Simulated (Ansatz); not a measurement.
Gas-phase electronic energies from Ansatz, PBE0-D4/def2-TZVP geometries. CBS: MP2 limit from def2 TZ/QZ plus the TZ coupled-cluster correction, frozen cores. DFT in def2-TZVPP. For Ge outer-core shells are correlated without core-valence functions, which leaves a few kJ/mol of doubt a bond. Scalar relativity is left out up to krypton. Each species was taken in one conformer, which may not be the lowest.

Consider the redistribution: `[BH2][GeH2][CH2][SiH3]` + `F[SiH]1C[SiH2][SiH2]1` → `B[SiH]1C[SiH2][SiH2]1` + `[F][GeH2][CH2][SiH3]`.

| species | PBE0 energy (Eh) |
| --- | --- |
| `[BH2][GeH2][CH2][SiH3]` | -2434.37422 |
| `F[SiH]1C[SiH2][SiH2]1` | -1010.27335 |
| `B[SiH]1C[SiH2][SiH2]1` | -936.41264 |
| `[F][GeH2][CH2][SiH3]` | -2508.22679 |

Q: Work out ΔE.

A: ΔE = (-936.41264) + (-2508.22679) − (-2434.37422) − (-1010.27335) = 0.00814 Eh = +21.4 kJ/mol. CCSD(T)/CBS gives +42.6 kJ/mol.

Largest T1 diagnostic among the species: 0.014.

The D4 term adds −4.9 kJ/mol with B3LYP and −2.3 kJ/mol with PBE0; it sums over pairs of atoms, weighted by their polarisabilities, and B3LYP, whose exchange is more repulsive, gets the larger term. From PBE to PBE0 (25 % exact exchange), in def2-TZVPP and without D4, ΔE moves by +15.4 kJ/mol. In def2-TZVPP, CCSD(T) changes the Hartree–Fock value by −65.6 kJ/mol (the triples alone add −13.2 kJ/mol) and MP2 by −74.3 kJ/mol.

B3LYP here is the variant with VWN-RPA as its local correlation; programs differ in this.
